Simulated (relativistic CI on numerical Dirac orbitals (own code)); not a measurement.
# Tc4+: resonant inelastic scattering at the M2,3 edge

Computed with this model: Dirac-Coulomb-Breit CI, KLI orbitals optimised for each configuration, model QED, valence Slater integrals scaled by 0.9, Kramers-Heisenberg scattering through one core-hole configuration in a parametric crystal field; configurations [Kr] 4d3 → [Ne] 3s2 3p5 3d10 4s2 4p6 4d4; 80 K; core-hole width 2 eV; summed over polarisations. Incident energies are the highest absorption maxima for each field (at most a few, so the weaker spin-orbit partner edge can be absent), on the computed scale of the free ion. Intensities are in per cent of the strongest line above 0.02 eV; levels within 1 cm⁻¹ are merged; final levels count from the ground level, the first row holds all elastic scattering, lines under 0.4 are left out and each table stops after 24 rows. The scale of the Slater integrals is a model choice and moves the terms in proportion.

Field parameters in Wybourne normalisation: Oh B⁴₀ = 21Dq, B⁴₄ = √(5/14) B⁴₀. The field is a parameter set, without covalency.

S is read from ⟨S²⟩ = S(S + 1).

Oh, 10Dq = 7250 cm⁻¹:

```
Final level (eV)  Degeneracy  Irrep     S  435.4 eV  454.5 eV  455.8 eV
           0.000           4     Γ8  1.50    5471.6     349.5     513.0
           0.873           2     Γ7  1.50      46.6      31.8      14.4
           0.880           4     Γ8  1.48      86.6      82.8      42.1
           0.929           4     Γ8  1.49      91.4      88.0      37.3
           0.960           2     Γ6  1.49      23.5      39.6      13.1
           1.450           2     Γ7  1.49      13.0      21.9      13.6
           1.487           4     Γ8  1.47      27.1      34.8      18.7
           1.570           4     Γ8  1.42      74.0      15.2       9.9
           1.646           2     Γ6  1.46      66.8       3.2       2.7
           1.921           4     Γ8  0.56      41.2      15.5      35.7
           2.040           4     Γ8  0.66      84.2      25.2      53.8
           2.047           2     Γ6  0.54      53.8      17.5      45.3
           2.574           4     Γ8  0.74     100.0      26.9      56.0
           2.588           2     Γ7  0.54      36.9       7.4      16.6
           2.590           2     Γ6  1.03      51.6       4.3       4.6
           2.652           4     Γ8  1.22      87.6      18.9      17.1
           2.692           2     Γ6  1.02      19.9       2.6       1.7
           2.788           4     Γ8  1.40      23.0      36.7      19.0
           2.796           2     Γ7  1.38      20.6      27.5      22.1
           2.878           4     Γ8  0.64      21.2       7.3      18.1
           2.898           2     Γ6  0.65      11.8       0.8       4.8
           2.919           2     Γ7  0.69      24.5       9.8      25.1
           3.084           4     Γ8  0.66      14.1       3.9      10.7
           3.242           4     Γ8  0.55       2.7       2.2       3.4
```

Oh, 10Dq = 16350 cm⁻¹:

| Final level (eV) | Degeneracy | Irrep | S | 435.2 eV | 455 eV |
| --- | --- | --- | --- | --- | --- |
| 0.000 | 4 | Γ8 | 1.50 | 2075.3 | 257.1 |
| 1.841 | 4 | Γ8 | 0.97 | 12.7 | 40.8 |
| 1.985 | 2 | Γ7 | 1.50 | 50.2 | 11.5 |
| 1.990 | 4 | Γ8 | 0.93 | 18.3 | 30.3 |
| 1.992 | 2 | Γ6 | 1.10 | 8.3 | 25.1 |
| 2.038 | 4 | Γ8 | 1.23 | 100.0 | 25.6 |
| 2.174 | 2 | Γ6 | 1.07 | 49.1 | 5.4 |
| 2.181 | 4 | Γ8 | 1.17 | 94.3 | 7.8 |
| 2.832 | 2 | Γ7 | 1.12 | 17.1 | 29.4 |
| 2.865 | 4 | Γ8 | 0.96 | 29.1 | 36.8 |
| 3.024 | 2 | Γ6 | 1.46 | 53.3 | 1.8 |
| 3.041 | 4 | Γ8 | 1.41 | 48.3 | 10.0 |
| 3.060 | 4 | Γ8 | 1.28 | 59.1 | 6.5 |
| 3.119 | 2 | Γ7 | 1.04 | 23.4 | 2.5 |
| 3.708 | 2 | Γ6 | 0.58 | 3.8 | 0.4 |
| 3.973 | 2 | Γ7 | 0.51 | 3.2 | 2.6 |
| 3.986 | 4 | Γ8 | 0.52 | 5.5 | 3.1 |
| 3.988 | 2 | Γ6 | 0.52 | 0.9 | 0.6 |
| 4.078 | 4 | Γ8 | 0.60 | 1.8 | 1.0 |
| 4.300 | 4 | Γ8 | 0.61 | 0.8 | 0.9 |
| 4.586 | 4 | Γ8 | 1.16 | 5.2 | 4.0 |
| 4.605 | 2 | Γ6 | 1.16 | 4.7 | 1.4 |
| 4.651 | 2 | Γ7 | 1.49 | 1.9 | 3.6 |
| 4.684 | 4 | Γ8 | 1.42 | 2.9 | 5.2 |

For the first field the strongest loss at the lowest incident energy is the level at 2.57 eV (S = 0.74, against 1.50 in the thermal ground state). Levels of other spin, the first over 8 % at 1.92 eV, appear because spin-orbit coupling of the core hole, and in heavier ions of the valence shell too, mixes spins.
